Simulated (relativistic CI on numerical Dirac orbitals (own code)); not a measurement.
**d7 in a ligand field**

Computed with a parametric ligand-field model of a d^n configuration (Racah B and C, spin-orbit zeta, crystal field), exact diagonalisation.

Field parameters in Wybourne normalisation: Oh B⁴₀ = 21Dq, B⁴₄ = √(5/14) B⁴₀; Td as Oh with Dq negative (B⁴₀ = 21Dq, B⁴₄ = √(5/14) B⁴₀). The field is a parameter set, without covalency.

Q: Ground term and bands for B = 540, C = 2230, ζ = 0 cm⁻¹, Oh, 10Dq = 14800 cm⁻¹?

A: Ground term 2E with 1.04 electrons in the two orbitals of the cubic e set. Spin-allowed: 2T1 13289 cm⁻¹ (753 nm), 2T2 13753 cm⁻¹ (727 nm), 2T1 16846 cm⁻¹ (594 nm), 2T2 24276 cm⁻¹ (412 nm). Lowest spin-forbidden: 4T1 4008 cm⁻¹ (2495 nm), 4T2 17709 cm⁻¹ (565 nm), 4T1 24709 cm⁻¹ (405 nm).

Q: Ground term and bands for B = 1030, C = 4490, ζ = 0 cm⁻¹, Oh, 10Dq = 39600 cm⁻¹?

A: Ground term 2E with 1.02 electrons in the two orbitals of the cubic e set. Spin-allowed: 2T1 36286 cm⁻¹ (276 nm), 2T2 37342 cm⁻¹ (268 nm), 2T1 43435 cm⁻¹ (230 nm), 2T2 60134 cm⁻¹ (166 nm). Lowest spin-forbidden: 4T1 18049 cm⁻¹ (554 nm), 4T2 55328 cm⁻¹ (181 nm), 4T1 68457 cm⁻¹ (146 nm).

Q: Ground term and bands for B = 730, C = 2650, ζ = 0 cm⁻¹, Td, 10Dq = -9900 cm⁻¹?

A: Ground term 4A2 with 4.00 electrons in the two orbitals of the cubic e set. Spin-allowed: 4T2 9900 cm⁻¹ (1010 nm), 4T1 15639 cm⁻¹ (639 nm), 4T1 25011 cm⁻¹ (400 nm). Lowest spin-forbidden: 2E 12958 cm⁻¹ (772 nm), 2T1 13682 cm⁻¹ (731 nm), 2T2 18511 cm⁻¹ (540 nm). With an A2 ground term the first spin-allowed band lies at |10Dq| itself.

Q: Ground term and bands for B = 720, C = 3540, ζ = 0 cm⁻¹, Oh, 10Dq = 6750 cm⁻¹?

A: Ground term 4T1 with 2.08 electrons in the two orbitals of the cubic e set. Spin-allowed: 4T2 5876 cm⁻¹ (1702 nm), 4A2 12626 cm⁻¹ (792 nm), 4T1 15801 cm⁻¹ (633 nm). Lowest spin-forbidden: 2E 9250 cm⁻¹ (1081 nm), 2T1 14434 cm⁻¹ (693 nm), 2T2 14773 cm⁻¹ (677 nm).

Q: A d7 ion in Oh symmetry has the ground term 4T1 and bands at 4T2 6325 cm⁻¹ (1581 nm), 2E 12581 cm⁻¹ (795 nm), 4A2 13675 cm⁻¹ (731 nm), 2T1 18113 cm⁻¹ (552 nm), 2T2 18370 cm⁻¹ (544 nm), 4T1 19851 cm⁻¹ (504 nm). Which parameters reproduce them?

A: B = 970, C = 4310, ζ = 0 cm⁻¹, Oh, 10Dq = 7350 cm⁻¹.
